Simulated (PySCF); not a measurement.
Theoretical values (PySCF 2.14): GFN2-xTB structure, shieldings: GIAO PBE0/pcSseg-1. No relativistic terms, a single conformation, fast rotation and ring inversion assumed for equivalent nuclei, in vacuum.

Shifts are taken against calculated references (same method and geometry level): $^{1}$H (σ = 31.72 ppm) and $^{13}$C (σ = 186.93 ppm) against TMS. Acid and N–H amide carbonyl carbons lie up to 10 ppm further downfield in solution (hydrogen bonding). Shifts are as computed. Against solution values, carbons near 30 ppm lie about +3 ppm off and those near 130 ppm about +5 ppm. Of 1211 compounds with measured shifts, 218 miss one by over three times the rms of a fit or turn the order of signals round; such compounds aren't used in these exercises. OH and NH positions are gas-phase values without hydrogen bonding to other molecules.

Q: Order these molecules by the shift of their most shielded carbon, lowest δ first.
A. [H]/N=C\C#N
B. CC(=O)CCN(C)C
C. CNC(=O)[C@@H](C)C=O
D. CN(C)Cc1cnoc1[SiH3]
E. CO[SiH2]/C=C\C#N

A: C (12.1 ppm, methyl carbon), B (35.5 ppm, methyl carbon α to a carbonyl), D (45.8 ppm, methyl carbon bonded to N), E (54.1 ppm, methyl carbon bonded to O), A (117.0 ppm, nitrile carbon).

Q: Order these molecules by the shift of their most deshielded carbon-bound hydrogen, lowest δ first.
A. CNC(=O)[C@@H](C)C=O
B. [H]/N=C\C#N
C. CN(C)Cc1cnoc1[SiH3]
D. CO[SiH2]/C=C\C#N
E. C=CCC=C
F. CC(=O)CCN(C)C

A: F (2.65 ppm, hydrogen on a methyl carbon α to a carbonyl), E (5.98 ppm, hydrogen on an alkene CH), D (7.28 ppm, hydrogen on an alkene CH), B (7.68 ppm, hydrogen on a C=N carbon), C (8.16 ppm, hydrogen on an aromatic CH next to a ring nitrogen), A (9.81 ppm, hydrogen on an aldehyde carbonyl carbon).

Q: How many $^{13}$C and $^{1}$H signals does each give (equivalence by symmetry and fast rotation, but not about amide C–N or C=N bonds)? `[H]/N=C\C#N`, `CNC(=O)[C@@H](C)C=O`, `C=CCC=C`, `CC(=O)CCN(C)C`, `CN(C)Cc1cnoc1[SiH3]`, `CO[SiH2]/C=C\C#N`

A: [H]/N=C\C#N: 2 C, 2 H; CNC(=O)[C@@H](C)C=O: 5 C, 5 H; C=CCC=C: 3 C, 4 H; CC(=O)CCN(C)C: 5 C, 4 H; CN(C)Cc1cnoc1[SiH3]: 5 C, 4 H; CO[SiH2]/C=C\C#N: 4 C, 4 H.
